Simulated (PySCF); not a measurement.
Quadrupolar nuclei of `C[N+]1(C)[BH2-][C@H](O)CC1` in NMR

C5H14BNO.
Z-matrix (Å and degrees, PBE0-D3(BJ)/def2-SVP geometry), rows numbered from 1:
```
C 
N   1  1.4713
C   2  1.4689  1  109.36
B   2  1.6860  1  109.91  3   123.22
C   4  1.6167  2  101.21  1   119.10
O   5  1.4299  4  112.44  2    86.92
C   5  1.5237  4  103.10  2   -27.38
C   2  1.4969  1  110.08  3  -122.11
H   1  1.0961  2  109.46  3   176.82
H   1  1.0969  2  109.29  3   -64.83
H   1  1.1027  2  110.35  3    56.09
H   3  1.0962  2  109.12  1   177.80
H   3  1.1027  2  110.51  1   -61.44
H   3  1.0974  2  109.33  1    59.14
H   4  1.2236  2  106.25  1    -1.08
H   4  1.2286  2  107.28  1  -121.30
H   5  1.1067  4  113.91  2  -147.07
H   6  0.9619  5  105.61  4    36.96
H   7  1.1025  5  110.35  4   -74.54
H   7  1.1021  5  113.11  4   164.62
H   8  1.0978  2  107.15  1   152.92
H   8  1.1020  2  110.09  1    34.62
```

Computed at PBE0/pcSseg-1 (PySCF, non-relativistic):

```json
{"atom": "N2", "environment": "nitrogen bonded to B and 3 C", "nucleus": "14N", "spin I": "1", "Q (b)": "0.02044", "CQ = χzz (MHz)": "-2.813", "η": "0.087"}
{"atom": "B4", "environment": "four-coordinate boron", "nucleus": "11B", "spin I": "3/2", "Q (b)": "0.04059", "CQ = χzz (MHz)": "2.480", "η": "0.159"}
{"atom": "O6", "environment": "alcohol oxygen", "nucleus": "17O", "spin I": "5/2", "Q (b)": "-0.0256", "CQ = χzz (MHz)": "11.333", "η": "0.910"}
```

Which field gradients stand behind these couplings (CQ in MHz = 234.96 × Q in b × Vzz in au)?

The tensor is traceless, so η fixes the two smaller values:

| atom | Vxx (au) | Vyy (au) | Vzz (au) | Vzz (10²¹ V/m²) |
| --- | --- | --- | --- | --- |
| N2 | 0.267 | 0.318 | -0.586 | -5.69 |
| B4 | -0.109 | -0.151 | 0.260 | 2.53 |
| O6 | 0.084 | 1.800 | -1.884 | -18.31 |

PQ = |CQ|√(1 + η²/3), νQ = 3|CQ|/[2I(2I − 1)], ν0 = |g|·7.62259 MHz/T·B with g(14N) = 0.40376, g(11B) = 1.79243, g(17O) = −0.75752: values at 18.8 T?

| atom | PQ (MHz) | νQ (MHz) | ν0 (MHz) | νQ/ν0 |
| --- | --- | --- | --- | --- |
| N2 | 2.816 | 4.219 | 57.86 | 0.073 |
| B4 | 2.490 | 1.240 | 256.86 | 0.005 |
| O6 | 12.80 | 1.700 | 108.56 | 0.016 |

For N2: PQ = 2.813 × 1.0013, νQ = 2.813 × 1.5000, ν0 = 3.0777 MHz/T × 18.8 T.

For half-integer spins with νQ below a tenth of ν0, find the second-order shift of the centre of gravity of the central transition at 18.8 and 23.5 T.

From −(3/40)(PQ/ν0)²[I(I + 1) − 3/4]/[I(2I − 1)]², which goes as 1/B² (ppm):

| site | 18.8 T | 23.5 T |
| --- | --- | --- |
| 11B at B4 | -2.35 | -1.5 |
| 17O at O6 | -83.5 | -53.4 |

A static spin 1 shows, to first order, a doublet split by νQ with the field along z of the gradient, and by (3/4)|CQ|(1 + η) and (3/4)|CQ|(1 − η) along y and x. Give the last two for 14N.

N2: 2.294 and 1.925 MHz.

Quadrupolar 1/T1 and linewidth for τc = 10 ps (extreme narrowing, isotropic tumbling)?

1/T1 = 1/T2 = (3π²/10)(2I + 3)/[I²(2I − 1)] × PQ² × τc; the width is 1/(πT2).

```json
{"site": "14N at N2", "spin factor (2I + 3)/[I²(2I − 1)]": "5.000", "1/T1 (s⁻¹)": "1170", "T1 (ms)": "0.852", "linewidth (Hz)": "374"}
{"site": "11B at B4", "spin factor (2I + 3)/[I²(2I − 1)]": "1.333", "1/T1 (s⁻¹)": "245", "T1 (ms)": "4.08", "linewidth (Hz)": "77.9"}
{"site": "17O at O6", "spin factor (2I + 3)/[I²(2I − 1)]": "0.320", "1/T1 (s⁻¹)": "1550", "T1 (ms)": "0.644", "linewidth (Hz)": "494"}
```

Solvent, lattice and vibrations would change these gradients. One conformer (not necessarily the lowest) at the PBE0-D3(BJ)/def2-SVP geometry, without solvent, vibrations or thermal averaging. These gradients aren't converged with respect to the basis.

These values come from a run that also computed NMR shieldings. The run took 80 s (with the writing of density and orbital grids) on Intel Xeon at 2.70 GHz, one thread (shared host), and the process peaked at 0.98 GiB of memory.
